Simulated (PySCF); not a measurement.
# 4'-bromoacetophenone (SMILES CC(=O)c1ccc(Br)cc1)

Molfile (atoms numbered from 1):
```
C8H7BrO
     RDKit          3D

 17 17  0  0  0  0  0  0  0  0999 V2000
   -3.5765   -0.8802    0.0616 C   0  0  0  0  0  0  0  0  0  0  0  0
   -2.6852    0.2260    0.5671 C   0  0  0  0  0  0  0  0  0  0  0  0
   -3.1409    1.1744    1.1673 O   0  0  0  0  0  0  0  0  0  0  0  0
   -1.2128    0.1294    0.3112 C   0  0  0  0  0  0  0  0  0  0  0  0
   -0.3973    1.1671    0.7800 C   0  0  0  0  0  0  0  0  0  0  0  0
    0.9760    1.1439    0.5790 C   0  0  0  0  0  0  0  0  0  0  0  0
    1.5425    0.0641   -0.1019 C   0  0  0  0  0  0  0  0  0  0  0  0
    3.4039    0.0200   -0.3812 Br  0  0  0  0  0  0  0  0  0  0  0  0
    0.7525   -0.9815   -0.5780 C   0  0  0  0  0  0  0  0  0  0  0  0
   -0.6229   -0.9427   -0.3685 C   0  0  0  0  0  0  0  0  0  0  0  0
   -3.4914   -0.9863   -1.0310 H   0  0  0  0  0  0  0  0  0  0  0  0
   -3.2939   -1.8463    0.5080 H   0  0  0  0  0  0  0  0  0  0  0  0
   -4.6142   -0.6459    0.3267 H   0  0  0  0  0  0  0  0  0  0  0  0
   -0.8761    1.9944    1.3083 H   0  0  0  0  0  0  0  0  0  0  0  0
    1.6099    1.9533    0.9446 H   0  0  0  0  0  0  0  0  0  0  0  0
    1.2124   -1.8172   -1.1076 H   0  0  0  0  0  0  0  0  0  0  0  0
   -1.2339   -1.7655   -0.7447 H   0  0  0  0  0  0  0  0  0  0  0  0
  1  2  1  0
  2  3  2  0
  2  4  1  0
  4  5  1  0
  5  6  2  0
  6  7  1  0
  7  8  1  0
  7  9  2  0
  9 10  1  0
 10  4  2  0
  1 11  1  0
  1 12  1  0
  1 13  1  0
  5 14  1  0
  6 15  1  0
  9 16  1  0
 10 17  1  0
M  END
```

Theory: quadratic response CAM-B3LYP/aug-cc-pVDZ first hyperpolarisability, Taylor convention, gas phase in PySCF 2.14.0. Geometry: PBE0-D3(BJ)/def2-SVP.

The calculation is non-relativistic, which matters for the atoms heavier than Zn.

Problem. Give the tensor of the static β(0;0,0) in the axes of these coordinates.

Solution. In au, Taylor convention; rows are the first index (the induced dipole):
|  | xx | yy | zz | xy | xz | yz |
| --- | --- | --- | --- | --- | --- | --- |
| x | +673.1 | -45.3 | -21.4 | -12.8 | -109.9 | +1.2 |
| y | -12.8 | +44.6 | +15.5 | -45.3 | +1.2 | +8.2 |
| z | -109.9 | +8.2 | +45.7 | +1.2 | -21.4 | +15.5 |

Norm of βᵢ = ⅓ Σⱼ (βᵢⱼⱼ + βⱼᵢⱼ + βⱼⱼᵢ): 610.9 au, hyper-Rayleigh value 276.2 au.
